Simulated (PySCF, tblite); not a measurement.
C5H7NS2.
Numbering: `[N:1]#[C:2][C@@H:3]1[CH2:4][CH2:5][S:6][CH2:7][S:8]1` (hydrogens: H9 on C3; H10, H11 on C4; H12, H13 on C5; H14, H15 on C7)

Computed with GFN2-xTB (tblite), gas phase: Langevin dynamics at 600 K from the optimised GFN2-xTB geometry, time step 0.5 fs, friction 0.01 fs⁻¹, 2000 steps. Over the second half of the run the saved frames average 707 K.

Frame at 250 fs, instantaneous temperature 613 K:
```
atom  x, y, z in Å
N1     -0.723    2.405    1.044
C2     -1.009    1.719    0.190
C3     -0.969    0.773   -0.874
C4     -1.390   -0.668   -0.415
C5     -0.659   -1.099    0.842
S6      1.017   -1.590    0.538
C7      1.578    0.003   -0.115
S8      0.714    0.718   -1.480
H9     -1.454    1.116   -1.814
H10    -1.196   -1.452   -1.236
H11    -2.505   -0.776   -0.206
H12    -0.701   -0.360    1.648
H13    -1.061   -2.054    1.296
H14     1.396    0.776    0.629
H15     2.649   -0.050   -0.365
```

Frame at 425 fs, instantaneous temperature 529 K:
```
atom  x, y, z in Å
N1     -0.760    2.279    1.211
C2     -0.906    1.486    0.384
C3     -0.882    0.375   -0.611
C4     -1.466   -0.742    0.268
C5     -0.614   -1.495    1.309
S6      0.966   -2.209    0.570
C7      1.779   -0.719   -0.095
S8      0.773    0.349   -1.304
H9     -1.568    0.678   -1.462
H10    -1.870   -1.628   -0.224
H11    -2.299   -0.384    0.913
H12    -0.571   -0.779    2.047
H13    -1.135   -2.464    1.618
H14     1.981    0.018    0.680
H15     2.526   -1.071   -0.799
```

Frame at 625 fs, instantaneous temperature 738 K:
```
atom  x, y, z in Å
N1     -0.668    2.395    1.449
C2     -0.834    1.965    0.386
C3     -0.976    0.875   -0.630
C4     -1.690   -0.238   -0.056
C5     -0.992   -1.026    0.972
S6      0.683   -1.960    0.482
C7      1.555   -0.436   -0.008
S8      0.792    0.563   -1.328
H9     -1.490    1.476   -1.440
H10    -1.871   -1.026   -0.933
H11    -2.691    0.061    0.316
H12    -0.614   -0.251    1.854
H13    -1.516   -1.829    1.482
H14     1.710    0.174    0.856
H15     2.516   -0.662   -0.467
```

Frame at 800 fs, instantaneous temperature 664 K:
```
atom  x, y, z in Å
N1     -0.080    1.696    2.307
C2     -0.561    1.424    1.279
C3     -1.011    0.855    0.056
C4     -1.559   -0.616    0.142
C5     -0.599   -1.639    0.781
S6      0.807   -2.144   -0.400
C7      1.526   -0.602   -0.497
S8      0.401    0.707   -1.124
H9     -1.691    1.372   -0.503
H10    -1.981   -0.759   -0.811
H11    -2.383   -0.472    0.881
H12    -0.286   -1.255    1.776
H13    -1.116   -2.507    0.928
H14     1.933   -0.169    0.474
H15     2.320   -0.387   -1.298
```

Frame at 1000 fs, instantaneous temperature 887 K:
```
atom  x, y, z in Å
N1      0.484    1.545    2.300
C2      0.086    1.387    1.202
C3     -0.412    0.908   -0.046
C4     -1.288   -0.334    0.107
C5     -0.521   -1.680    0.623
S6      0.846   -2.417   -0.354
C7      1.685   -0.890   -0.804
S8      0.814    0.598   -1.429
H9     -1.022    1.692   -0.578
H10    -2.009   -0.518   -0.655
H11    -1.904   -0.155    1.030
H12    -0.074   -1.418    1.558
H13    -1.368   -2.326    0.761
H14     2.399   -0.498   -0.175
H15     2.442   -0.918   -1.703
```

**Question.** What do single points at PBE0/pcSseg-1 (PySCF, gas phase) give on these frames?

**Answer.** 
```tsv
t (fs)	GFN2-xTB E above start (eV)	DFT E above lowest frame (eV)	HOMO (eV)	LUMO (eV)	dipole (D)
250	0.55	0.00	-6.83	-0.32	2.72
425	1.29	0.74	-7.07	-0.40	2.92
625	1.27	0.65	-6.91	-0.72	2.40
800	1.07	0.51	-6.77	-0.46	2.72
1000	1.36	0.61	-6.93	-0.69	2.57
```

The two levels order the frames alike by energy but for pairs within 0.08 eV at one level; measured from each level's lowest frame they differ by 0.20 eV at most. The HOMO–LUMO gap runs from 6.19 to 6.67 eV. These are instantaneous structures, not minima.

**Question.** And the isotropic GIAO shieldings (ppm) from the same runs?

**Answer.** 
```json
{"atom": "N1", "250 fs": "-50.0", "425 fs": "-35.2", "625 fs": "-73.8", "800 fs": "-60.3", "1000 fs": "-66.4", "mean": "-57.1", "range": "38.6"}
{"atom": "C2", "250 fs": "66.3", "425 fs": "57.1", "625 fs": "57.3", "800 fs": "60.7", "1000 fs": "56.3", "mean": "59.5", "range": "10.0"}
{"atom": "C3", "250 fs": "157.2", "425 fs": "158.1", "625 fs": "145.7", "800 fs": "160.2", "1000 fs": "158.4", "mean": "155.9", "range": "14.5"}
{"atom": "C4", "250 fs": "145.2", "425 fs": "163.6", "625 fs": "153.5", "800 fs": "153.5", "1000 fs": "152.9", "mean": "153.7", "range": "18.4"}
{"atom": "C5", "250 fs": "157.2", "425 fs": "151.6", "625 fs": "136.6", "800 fs": "152.7", "1000 fs": "160.4", "mean": "151.7", "range": "23.8"}
{"atom": "S6", "250 fs": "480.1", "425 fs": "500.7", "625 fs": "388.8", "800 fs": "492.7", "1000 fs": "545.3", "mean": "481.5", "range": "156.5"}
{"atom": "C7", "250 fs": "152.0", "425 fs": "146.9", "625 fs": "144.6", "800 fs": "146.7", "1000 fs": "157.5", "mean": "149.5", "range": "12.9"}
{"atom": "S8", "250 fs": "419.3", "425 fs": "478.6", "625 fs": "365.0", "800 fs": "379.5", "1000 fs": "416.8", "mean": "411.8", "range": "113.6"}
{"atom": "H9", "250 fs": "27.8", "425 fs": "27.2", "625 fs": "27.7", "800 fs": "30.5", "1000 fs": "27.7", "mean": "28.2", "range": "3.3"}
{"atom": "H10", "250 fs": "27.9", "425 fs": "29.1", "625 fs": "26.8", "800 fs": "30.2", "1000 fs": "29.9", "mean": "28.8", "range": "3.4"}
{"atom": "H11", "250 fs": "28.1", "425 fs": "29.3", "625 fs": "28.7", "800 fs": "29.1", "1000 fs": "29.1", "mean": "28.9", "range": "1.2"}
{"atom": "H12", "250 fs": "28.0", "425 fs": "29.2", "625 fs": "25.4", "800 fs": "28.1", "1000 fs": "28.4", "mean": "27.8", "range": "3.8"}
{"atom": "H13", "250 fs": "28.3", "425 fs": "28.1", "625 fs": "28.4", "800 fs": "30.7", "1000 fs": "29.6", "mean": "29.0", "range": "2.6"}
{"atom": "H14", "250 fs": "26.5", "425 fs": "26.2", "625 fs": "27.1", "800 fs": "25.5", "1000 fs": "28.6", "mean": "26.8", "range": "3.1"}
{"atom": "H15", "250 fs": "28.3", "425 fs": "27.9", "625 fs": "28.2", "800 fs": "26.8", "1000 fs": "27.0", "mean": "27.6", "range": "1.5"}
```

The cost below is that of the whole dynamics run. Time: 14 s; peak memory 0.19 GiB. Hardware: an Arm Neoverse V1 with one thread, shared host.
